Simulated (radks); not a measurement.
Results of a calculation; reference values are marked as such.
Ionisation ladder of boron, from B I to B V. Each ion is in the ground configuration listed by NIST, and IE = E(next ion) - E(this ion), with E = 0 for the bare nucleus. Code: a radial shooting solver on a logarithmic mesh with Libxc functionals. Model: scalar-relativistic Kohn-Sham, PBE, spin-unpolarised, spherical densities, point nucleus.

| species | configuration | IE, Delta-SCF (eV) | -e(HOMO) (eV) | HOMO |
|---|---|---|---|---|
| B I | [He] 2s2 2p1 | ? | 3.607 | 2p |
| B II | [He] 2s2 | ? | 19.511 | 2s |
| B III | [He] 2s1 | 37.495 | 31.475 | 2s |
| B IV | [He] | 265.52 | 231.38 | 1s |
| B V | 1s1 | 332.83 | 300.16 | 1s |

Estimate the withheld Delta-SCF values.

Answer. B I: 8.219 eV (NIST 8.298); B II: 25.422 eV (NIST 25.155).

Beside tabulated values, note that spin-unpolarised runs miss the spin-polarisation part of the exchange energy of open shells.
